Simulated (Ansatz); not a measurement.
Ansatz (a program for electronic structure) input (HF/3-21G): The .json file is the Basis Set Exchange's 3-21G.

Ansatz 0.2 input:
```yaml
crystal:
  periodic: [false, false, false]
  atoms:
    - {symbol: C, position_ang: [-2.48357123, 0.22559536, -0.21680668]}
    - {symbol: C, position_ang: [-1.05829460, 0.41813406, 0.36228467]}
    - {symbol: C, position_ang: [-0.08279798, -0.35151850, -0.52187998]}
    - {symbol: S, position_ang: [1.73793680, -0.18260442, 0.26408306]}
    - {symbol: H, position_ang: [-2.76644883, -0.81950856, -0.21432454]}
    - {symbol: H, position_ang: [-3.19036382, 0.76775694, 0.39744539]}
    - {symbol: H, position_ang: [-2.55093061, 0.60872335, -1.22739072]}
    - {symbol: H, position_ang: [-0.81449266, 1.47293560, 0.37062617]}
    - {symbol: H, position_ang: [-1.02299610, 0.04042061, 1.37534998]}
    - {symbol: H, position_ang: [0.01607101, 0.03333201, -1.52299371]}
    - {symbol: H, position_ang: [-0.22637561, -1.41910191, -0.50153470]}
    - {symbol: H, position_ang: [1.97023775, 1.13430069, 0.08381164]}
    - {symbol: H, position_ang: [2.52629312, -0.65045349, -0.72790657]}
basis:
  gaussian:
    orbitals: 3-21G.json
hamiltonian:
  xc: {name: HF}
total_charge: 1
phonons: {temperatures: {t_min: 298.15, t_max: 298.15, t_step: 100}}
```

Output:

```
Functional definition: HF
integrals: 0.01 GiB planned
765 factors; integrals over basis functions are off by at most 5.4e-4 eV
mean field: 0.15 GiB planned
mean field evaluation 1: about -13968.4935 eV, gradient 3.3e1 eV
mean field evaluation 2: about -13968.7702 eV, gradient 3.3e1 eV
mean field evaluation 4: about -13971.8018 eV, gradient 2.4e0 eV
mean field evaluation 8: about -13971.8295 eV, gradient 2.7e-4 eV
mean field -13971.82948249 eV, -513.4552630352 hartree, gradient 1.4e-5 eV, S^2 0.000000; 0 other end points of the search recorded, 0 dependent functions left out
the calculation of the forces begins
reference -13971.82948249 eV, -513.4552630352 hartree; 21, 21 occupied and 37, 37 virtual orbitals, 765 factors
these checks for a lower state are left out or cut short: stability, starts, cluster_reference, orbital_swaps, neighbouring_geometries, increment
integrals: 0.01 GiB planned
765 factors; integrals over basis functions are off by at most 5.4e-4 eV
mean field: 0.15 GiB planned
mean field evaluation 16: about -13971.8293 eV, gradient 4.4e-3 eV
mean field -13971.82933163 eV, -513.4552574914 hartree, gradient 2.0e-6 eV, S^2 0.000000; 0 other end points of the search recorded, 0 dependent functions left out
the calculation of the forces begins
reference -13971.82933163 eV, -513.4552574914 hartree; 21, 21 occupied and 37, 37 virtual orbitals, 765 factors
these checks for a lower state are left out or cut short: stability, starts, cluster_reference, orbital_swaps, neighbouring_geometries, increment
integrals: 0.01 GiB planned
765 factors; integrals over basis functions are off by at most 5.4e-4 eV
mean field: 0.15 GiB planned
mean field -13971.82932905 eV, -513.4552573965 hartree, gradient 2.0e-6 eV, S^2 0.000000; 0 other end points of the search recorded, 0 dependent functions left out
the calculation of the forces begins
reference -13971.82932905 eV, -513.4552573965 hartree; 21, 21 occupied and 37, 37 virtual orbitals, 765 factors
these checks for a lower state are left out or cut short: stability, starts, cluster_reference, orbital_swaps, neighbouring_geometries, increment
integrals: 0.01 GiB planned
765 factors; integrals over basis functions are off by at most 5.3e-4 eV
mean field: 0.15 GiB planned
mean field evaluation 32: about -13971.8280 eV, gradient 5.9e-1 eV
mean field -13971.82928558 eV, -513.4552557991 hartree, gradient 2.0e-6 eV, S^2 0.000000; 0 other end points of the search recorded, 0 dependent functions left out
the calculation of the forces begins
reference -13971.82928558 eV, -513.4552557991 hartree; 21, 21 occupied and 37, 37 virtual orbitals, 765 factors
these checks for a lower state are left out or cut short: stability, starts, cluster_reference, orbital_swaps, neighbouring_geometries, increment
integrals: 0.01 GiB planned
765 factors; integrals over basis functions are off by at most 5.4e-4 eV
mean field: 0.15 GiB planned
mean field -13971.82928515 eV, -513.4552557831 hartree, gradient 2.0e-6 eV, S^2 0.000000; 0 other end points of the search recorded, 0 dependent functions left out
the calculation of the forces begins
reference -13971.82928515 eV, -513.4552557831 hartree; 21, 21 occupied and 37, 37 virtual orbitals, 765 factors
these checks for a lower state are left out or cut short: stability, starts, cluster_reference, orbital_swaps, neighbouring_geometries, increment
integrals: 0.01 GiB planned
765 factors; integrals over basis functions are off by at most 5.4e-4 eV
mean field: 0.15 GiB planned
mean field -13971.82929295 eV, -513.4552560700 hartree, gradient 2.0e-6 eV, S^2 0.000000; 0 other end points of the search recorded, 0 dependent functions left out
the calculation of the forces begins
reference -13971.82929295 eV, -513.4552560700 hartree; 21, 21 occupied and 37, 37 virtual orbitals, 765 factors
these checks for a lower state are left out or cut short: stability, starts, cluster_reference, orbital_swaps, neighbouring_geometries, increment
integrals: 0.01 GiB planned
765 factors; integrals over basis functions are off by at most 5.4e-4 eV
mean field: 0.15 GiB planned
mean field evaluation 64: about -13971.8293 eV, gradient 2.0e-6 eV
mean field -13971.82929094 eV, -513.4552559960 hartree, gradient 2.0e-6 eV, S^2 0.000000; 0 other end points of the search recorded, 0 dependent functions left out
the calculation of the forces begins
reference -13971.82929094 eV, -513.4552559960 hartree; 21, 21 occupied and 37, 37 virtual orbitals, 765 factors
these checks for a lower state are left out or cut short: stability, starts, cluster_reference, orbital_swaps, neighbouring_geometries, increment
integrals: 0.01 GiB planned
765 factors; integrals over basis functions are off by at most 5.4e-4 eV
mean field: 0.15 GiB planned
[...]
mean field evaluation 608: about -13971.8282 eV, gradient 5.9e-1 eV
mean field -13971.82947032 eV, -513.4552625879 hartree, gradient 2.0e-6 eV, S^2 0.000000; 0 other end points of the search recorded, 0 dependent functions left out
the calculation of the forces begins
reference -13971.82947032 eV, -513.4552625879 hartree; 21, 21 occupied and 37, 37 virtual orbitals, 765 factors
these checks for a lower state are left out or cut short: stability, starts, cluster_reference, orbital_swaps, neighbouring_geometries, increment
integrals: 0.01 GiB planned
765 factors; integrals over basis functions are off by at most 5.4e-4 eV
mean field: 0.15 GiB planned
mean field -13971.82947084 eV, -513.4552626073 hartree, gradient 2.0e-6 eV, S^2 0.000000; 0 other end points of the search recorded, 0 dependent functions left out
the calculation of the forces begins
reference -13971.82947084 eV, -513.4552626073 hartree; 21, 21 occupied and 37, 37 virtual orbitals, 765 factors
these checks for a lower state are left out or cut short: stability, starts, cluster_reference, orbital_swaps, neighbouring_geometries, increment
integrals: 0.01 GiB planned
765 factors; integrals over basis functions are off by at most 5.4e-4 eV
mean field: 0.15 GiB planned
mean field -13971.82940790 eV, -513.4552602943 hartree, gradient 2.0e-6 eV, S^2 0.000000; 0 other end points of the search recorded, 0 dependent functions left out
the calculation of the forces begins
reference -13971.82940790 eV, -513.4552602943 hartree; 21, 21 occupied and 37, 37 virtual orbitals, 765 factors
these checks for a lower state are left out or cut short: stability, starts, cluster_reference, orbital_swaps, neighbouring_geometries, increment
integrals: 0.01 GiB planned
765 factors; integrals over basis functions are off by at most 5.4e-4 eV
mean field: 0.15 GiB planned
mean field evaluation 640: about -13971.8294 eV, gradient 2.0e-6 eV
mean field -13971.82940573 eV, -513.4552602146 hartree, gradient 2.0e-6 eV, S^2 0.000000; 0 other end points of the search recorded, 0 dependent functions left out
the calculation of the forces begins
reference -13971.82940573 eV, -513.4552602146 hartree; 21, 21 occupied and 37, 37 virtual orbitals, 765 factors
these checks for a lower state are left out or cut short: stability, starts, cluster_reference, orbital_swaps, neighbouring_geometries, increment
integrals: 0.01 GiB planned
765 factors; integrals over basis functions are off by at most 5.4e-4 eV
mean field: 0.15 GiB planned
mean field -13971.82947363 eV, -513.4552627096 hartree, gradient 2.0e-6 eV, S^2 0.000000; 0 other end points of the search recorded, 0 dependent functions left out
the calculation of the forces begins
reference -13971.82947363 eV, -513.4552627096 hartree; 21, 21 occupied and 37, 37 virtual orbitals, 765 factors
these checks for a lower state are left out or cut short: stability, starts, cluster_reference, orbital_swaps, neighbouring_geometries, increment
integrals: 0.01 GiB planned
765 factors; integrals over basis functions are off by at most 5.4e-4 eV
mean field: 0.15 GiB planned
mean field -13971.82947537 eV, -513.4552627736 hartree, gradient 2.0e-6 eV, S^2 0.000000; 0 other end points of the search recorded, 0 dependent functions left out
the calculation of the forces begins
reference -13971.82947537 eV, -513.4552627736 hartree; 21, 21 occupied and 37, 37 virtual orbitals, 765 factors
these checks for a lower state are left out or cut short: stability, starts, cluster_reference, orbital_swaps, neighbouring_geometries, increment
integrals: 0.01 GiB planned
765 factors; integrals over basis functions are off by at most 5.4e-4 eV
mean field: 0.15 GiB planned
mean field -13971.82945270 eV, -513.4552619406 hartree, gradient 2.0e-6 eV, S^2 0.000000; 0 other end points of the search recorded, 0 dependent functions left out
the calculation of the forces begins
reference -13971.82945270 eV, -513.4552619406 hartree; 21, 21 occupied and 37, 37 virtual orbitals, 765 factors
these checks for a lower state are left out or cut short: stability, starts, cluster_reference, orbital_swaps, neighbouring_geometries, increment
integrals: 0.01 GiB planned
765 factors; integrals over basis functions are off by at most 5.4e-4 eV
mean field: 0.15 GiB planned
mean field evaluation 672: about -13971.8294 eV, gradient 1.3e-3 eV
mean field -13971.82944883 eV, -513.4552617984 hartree, gradient 2.0e-6 eV, S^2 0.000000; 0 other end points of the search recorded, 0 dependent functions left out
the calculation of the forces begins
reference -13971.82944883 eV, -513.4552617984 hartree; 21, 21 occupied and 37, 37 virtual orbitals, 765 factors
these checks for a lower state are left out or cut short: stability, starts, cluster_reference, orbital_swaps, neighbouring_geometries, increment
integrals: 0.01 GiB planned
765 factors; integrals over basis functions are off by at most 5.4e-4 eV
mean field: 0.15 GiB planned
mean field -13971.82946344 eV, -513.4552623353 hartree, gradient 2.0e-6 eV, S^2 0.000000; 0 other end points of the search recorded, 0 dependent functions left out
the calculation of the forces begins
reference -13971.82946344 eV, -513.4552623353 hartree; 21, 21 occupied and 37, 37 virtual orbitals, 765 factors
these checks for a lower state are left out or cut short: stability, starts, cluster_reference, orbital_swaps, neighbouring_geometries, increment
integrals: 0.01 GiB planned
765 factors; integrals over basis functions are off by at most 5.4e-4 eV
mean field: 0.15 GiB planned
mean field -13971.82946345 eV, -513.4552623356 hartree, gradient 2.0e-6 eV, S^2 0.000000; 0 other end points of the search recorded, 0 dependent functions left out
the calculation of the forces begins
reference -13971.82946345 eV, -513.4552623356 hartree; 21, 21 occupied and 37, 37 virtual orbitals, 765 factors
these checks for a lower state are left out or cut short: stability, starts, cluster_reference, orbital_swaps, neighbouring_geometries, increment
integrals: 0.01 GiB planned
765 factors; integrals over basis functions are off by at most 5.4e-4 eV
mean field: 0.15 GiB planned
mean field evaluation 704: about -13971.8294 eV, gradient 2.0e-6 eV
mean field -13971.82943807 eV, -513.4552614029 hartree, gradient 2.0e-6 eV, S^2 0.000000; 0 other end points of the search recorded, 0 dependent functions left out
the calculation of the forces begins
reference -13971.82943807 eV, -513.4552614029 hartree; 21, 21 occupied and 37, 37 virtual orbitals, 765 factors
these checks for a lower state are left out or cut short: stability, starts, cluster_reference, orbital_swaps, neighbouring_geometries, increment
integrals: 0.01 GiB planned
765 factors; integrals over basis functions are off by at most 5.4e-4 eV
mean field: 0.15 GiB planned
mean field -13971.82943939 eV, -513.4552614515 hartree, gradient 2.0e-6 eV, S^2 0.000000; 0 other end points of the search recorded, 0 dependent functions left out
the calculation of the forces begins
reference -13971.82943939 eV, -513.4552614515 hartree; 21, 21 occupied and 37, 37 virtual orbitals, 765 factors
Total energy: -13971.82948249 eV, -513.4552630352 hartree
Atom 0 at    -2.483571     0.225595    -0.216807 Å, force     0.000602    -0.000145     0.000231 eV/Å
Atom 1 at    -1.058295     0.418134     0.362285 Å, force    -0.000485    -0.000253    -0.000820 eV/Å
Atom 2 at    -0.082798    -0.351519    -0.521880 Å, force    -0.000233     0.001548     0.000866 eV/Å
Atom 3 at     1.737937    -0.182604     0.264083 Å, force    -0.000139    -0.000878     0.000416 eV/Å
Atom 4 at    -2.766449    -0.819509    -0.214325 Å, force     0.000003    -0.000209    -0.000105 eV/Å
Atom 5 at    -3.190364     0.767757     0.397445 Å, force    -0.000194    -0.000068     0.000049 eV/Å
Atom 6 at    -2.550931     0.608723    -1.227391 Å, force    -0.000044    -0.000007    -0.000111 eV/Å
Atom 7 at    -0.814493     1.472936     0.370626 Å, force     0.000200     0.000026     0.000053 eV/Å
Atom 8 at    -1.022996     0.040421     1.375350 Å, force     0.000188     0.000043     0.000240 eV/Å
Atom 9 at     0.016071     0.033332    -1.522994 Å, force    -0.000029    -0.000238    -0.000080 eV/Å
Atom 10 at    -0.226376    -1.419102    -0.501535 Å, force    -0.000532    -0.000114    -0.000161 eV/Å
Atom 11 at     1.970238     1.134301     0.083812 Å, force    -0.000101     0.000300    -0.000355 eV/Å
Atom 12 at     2.526293    -0.650453    -0.727907 Å, force     0.000762    -0.000006    -0.000224 eV/Å
Dipole moment:     0.790964     0.038757    -0.375101 e Å
Vibrations: 113.08 148.15 226.40 249.82 318.29 566.66 726.86 793.30 834.38 963.78 981.33 1017.70 1207.46 1224.59 1332.75 1361.45 1407.25 1463.23 1488.34 1585.95 1601.16 1654.60 1665.73 1666.42 2626.77 2641.72 3214.52 3235.68 3273.41 3287.64 3292.09 3296.03 3376.95 cm⁻¹, zero-point energy 3.275877 eV
```

The blocks after the first are displaced geometries, from whose forces the wavenumbers follow.

The dipole moment of an ion depends on the origin.
